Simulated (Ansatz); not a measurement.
Complex (SMILES): Cl (HCl) with Cl (HCl), atoms 1 to 2 the first; geometry from B3LYP-D3(BJ)/def2-TZVP, monomers rigid:
```xyz
4

Cl     0.8867    -0.0511     0.1397
H     -0.2309     0.0366     0.7652
Cl    -0.6491    -3.0596    -1.4835
H      0.0587    -2.0731    -1.0529
```

Basis-set convergence of the counterpoise-corrected interaction energy at PBE with Ansatz (an electronic-structure program). Cartesian d functions, on some or all atoms, in 6-31G*, 6-311G**, 6-311+G**; all else is spherical. The program fits the integrals of some runs and decomposes those of others, by size. No added dispersion term, no relativity. Functions are those of the species that has most. Reference: the value in aug-cc-pV(5+d)Z, -1.98 kcal/mol. Deviations are taken from unrounded values.

```json
[
 {"basis": "STO-3G", "functions": "20", "counterpoise-corrected interaction energy (kcal/mol)": "-2.25", "minus reference (kcal/mol)": "-0.28"},
 {"basis": "6-31G*", "functions": "42", "counterpoise-corrected interaction energy (kcal/mol)": "-2.11", "minus reference (kcal/mol)": "-0.13"},
 {"basis": "6-311G**", "functions": "66", "counterpoise-corrected interaction energy (kcal/mol)": "-1.76", "minus reference (kcal/mol)": "0.22"},
 {"basis": "6-311+G**", "functions": "74", "counterpoise-corrected interaction energy (kcal/mol)": "-1.84", "minus reference (kcal/mol)": "0.13"},
 {"basis": "aug-cc-pV(D+d)Z", "functions": "82", "counterpoise-corrected interaction energy (kcal/mol)": "-1.95", "minus reference (kcal/mol)": "0.03"},
 {"basis": "def2-TZVP", "functions": "86", "counterpoise-corrected interaction energy (kcal/mol)": "-2.04", "minus reference (kcal/mol)": "-0.06"},
 {"basis": "cc-pV(T+d)Z", "functions": "106", "counterpoise-corrected interaction energy (kcal/mol)": "-1.98", "minus reference (kcal/mol)": "0.00"},
 {"basis": "def2-QZVPP", "functions": "200", "counterpoise-corrected interaction energy (kcal/mol)": "-1.98", "minus reference (kcal/mol)": "0.00"},
 {"basis": "cc-pV(5+d)Z", "functions": "310", "counterpoise-corrected interaction energy (kcal/mol)": "-1.98", "minus reference (kcal/mol)": "0.00"}
]
```
